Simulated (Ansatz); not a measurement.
GeH$_{3}$O (`[O][GeH3]`) radical. Charge 0, multiplicity 2.

Z-matrix (Å, degrees):
```
Ge
O 1 1.795
H 1 1.536 2 109.7
H 1 1.537 2 102.4 3 -118.6
H 1 1.536 2 109.7 3 122.8
```

(1) List the harmonic frequencies (cm⁻¹, unscaled) at PBE0-D4/def2-TZVP in Ansatz. (An estimate is asked.)

(2) Is this a minimum?

(3) Give the ideal-gas thermochemistry at 298.15 K and 1 bar (rigid rotor, harmonic oscillator; point group Cs, symmetry number 1).

(4) Rotational constants (cm⁻¹)?

## Answers

(1) The calculation gave: 423, 522, 680, 831, 844, 881, 2153, 2162, 2164.

(2) Yes, all 9 modes are real.

(3) Zero-point energy 63.8 kJ/mol; H(298) − E = 75.8 kJ/mol; entropy 269.1 J/(mol·K), of which translation 165.2, rotation 88.4, vibration 9.7, electronic 5.8; G(298) − E = -4.4 kJ/mol.

(4) 2.597, 0.3567, 0.3567.
